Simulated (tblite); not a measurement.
Species: C4H7O2P.
Cartesian coordinates in Å at the GFN2-xTB level; atoms count from 1:
```
atom  x, y, z in Å
C1    -0.5850   -1.5251   -1.8207
C2    -0.8539   -0.3697   -1.2421
P3    -0.4325   -0.1360    0.5081
O4    -0.0136   -1.3397    1.2333
O5    -1.7866    0.5037    1.1291
C6     0.7303    1.2572    0.5380
C7     1.9442    1.0768    1.0238
H8    -0.8036   -1.7283   -2.8570
H9    -0.1296   -2.3163   -1.2467
H10   -1.3104    0.4600   -1.7605
H11   -2.0574   -0.0561    1.8589
H12    0.3871    2.2004    0.1408
H13    2.2282    0.1103    1.4086
H14    2.6822    1.8623    1.0643
```

Computed with GFN2-xTB (tblite): harmonic, unscaled wavenumbers at the GFN2-xTB geometry, gas phase. Against measured fundamentals such values can be off by several per cent, at times by over 20. One conformer, not necessarily the lowest.

Harmonic wavenumbers (cm⁻¹): 51.8, 76.1, 134.8, 156.9, 197.6, 204.8, 271.9, 349.7, 416.6, 430.1, 539.4, 591.1, 683.9, 753.4, 798.5, 882.3, 911.5, 912.8, 968.1, 984.7, 1014.3, 1018.4, 1220.4, 1224.5, 1264.4, 1379.7, 1382.6, 1670.8, 1674.6, 3068.0, 3071.5, 3083.9, 3084.5, 3115.6, 3116.6, 3581.2.

A = 2955, B = 1829, C = 1586 MHz; mass 118.018 u (most abundant isotopes); point group Cs, symmetry number 1.

Question: What is the zero-point energy?

Answer: Half the sum of the wavenumbers: 22143 cm⁻¹ = 63.31 kcal/mol.

Question: What is S at 200 K and 1 bar for an ideal gas of classical rigid rotors and harmonic oscillators?

Answer: Translation 38.25, rotation 26.83, vibration 17.00: S = 82.1 cal/(mol K).

Question: And Cp and H(200 K) − H(0)?

Answer: Cp = 26.21 cal/(mol K), of which vibrations give 18.26 (their classical limit is 36 R = 71.5); H(200 K) − H(0) = 3.47 kcal/mol without the zero-point energy, 1.88 from vibrations.

Question: Blend soft modes into free rotors: weight 1/[1 + (100 cm⁻¹/ν̃)⁴] for the oscillator and the rest for a rotor with moment μB/(μ + B), μ = h/(8π²ν), B = 10⁻⁴⁴ kg m². What vibrational entropy results?

Answer: 15.94 cal/(mol K) in place of 17.00, which changes −T·S at 200 K by +0.21 kcal/mol.

Question: Which modes carry the vibrational entropy at 200 K?

Answer: 51.8 cm⁻¹: 3.96; 76.1 cm⁻¹: 3.21; 134.8 cm⁻¹: 2.12; 156.9 cm⁻¹: 1.85; 197.6 cm⁻¹: 1.45; 204.8 cm⁻¹: 1.39 cal/(mol K); the other 30 give 3.02 together.

Question: What must be added to the electronic energy to get the Gibbs energy at 200 K and 1 bar?

Answer: ZPE + [H(200 K) − H(0)] − T·S = 63.31 + 3.47 − 16.42 = 50.36 kcal/mol.

Question: How do the functions run with temperature in this model?

Answer: 
```csv
T (K),S (cal/(mol K)),Cp (cal/(mol K)),H − H(0) (kcal/mol),G − H(0) (kcal/mol),ln q(vib)
100,67.0,17.9,1.25,-5.45,1.46
300,94.2,34.0,6.48,-21.78,6.15
500,114.7,46.3,14.60,-42.73,10.59
800,139.0,57.2,30.28,-80.94,16.62
1000,152.3,61.8,42.21,-110.11,20.22
```

q(vib) and H(0) count from the zero-point level.

Hindered rotation and anharmonicity are outside this model. Other conformers, if any are populated, would add a mixing term that is left out.
